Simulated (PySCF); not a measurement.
CH8N2OSi, SMILES CN[Si@@H](N)O. The structure is a stationary point at B3LYP-D3(BJ)/def2-SVP. The structure was generated by enumeration; whether it is a known compound was not checked. One conformer was computed; it need not be the lowest.

**Question.** Give the equilibrium geometry at B3LYP-D3(BJ)/def2-SVP (PySCF confirms it by a frequency run) as a Z-matrix. (An estimate is asked for; the answer gives what the named calculation found.)

**Answer.** This is not unique; one that fits is 
```
Si
O 1 1.6762
H 2 0.9636 1 115.18
N 1 1.7153 2 102.14 3 -156.33
H 4 1.0129 1 121.87 2 -172.78
H 4 1.0137 5 112.84 1 157.01
N 1 1.7215 2 118.84 3 87.18
H 7 1.0163 1 116.98 2 72.00
C 7 1.4481 8 114.30 1 166.63
H 9 1.1020 7 109.66 8 177.11
H 9 1.1055 10 106.79 7 121.65
H 9 1.1080 10 107.01 11 114.65
H 1 1.4969 2 106.68 3 -29.62
```
Charge 0, spin multiplicity 1.
